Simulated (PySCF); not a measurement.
## Ionisation energy of Ni⁷⁺ by level of theory

Ni⁷⁺ [Ar] 3d3 [3d3/2^3, M_J = 3/2] → Ni⁸⁺ [Ar] 3d2 [3d3/2^2, M_J = 2], as a difference of total energies. All numbers are calculated (PySCF 2.14, the two-component X2C-1e Hamiltonian, in an uncontracted even-tempered set (18 s from 0.34 bohr⁻², ratio 2.8; 12 p from 0.45 bohr⁻², ratio 2.8; 9 d from 0.45 bohr⁻², ratio 2.8; 4 f from 1.7 bohr⁻², ratio 3)). Correlated levels: [Ne] frozen; the 82 highest virtual spinors dropped. "Screened" scales the spin-orbit matrix elements by Boettger's factors to mimic the two-electron term; Breit and QED terms are absent.

```
                    method  ionisation energy (eV)
           GHF (spin-free)                  161.63
          GMP2 (spin-free)                  162.20
 GHF (screened spin-orbit)                  161.59
GMP2 (screened spin-orbit)                  162.17
```

Problem. How much does correlation contribute at GMP2 (screened spin-orbit)?

Solution. 162.17 − (161.59) = 0.58 eV, measured against GHF (screened spin-orbit).

The labels give the starting determinants; with spin-orbit coupling the two ends relaxed to ⟨J²⟩ = 6.53, ⟨L²⟩ = 11.99, ⟨S²⟩ = 3.74 and ⟨J²⟩ = 7.44, ⟨L²⟩ = 11.95, ⟨S²⟩ = 1.98.

The determinant of Ni⁷⁺ and of Ni⁸⁺ mixes levels of different J (the jj label is only the starting occupation), so the difference between spin-free and spin-orbit rows is not the physical spin-orbit shift.

For comparison: 162 ± 2.1 eV (theoretical estimate listed by NIST; NIST Atomic Spectra Database, ionization energies).
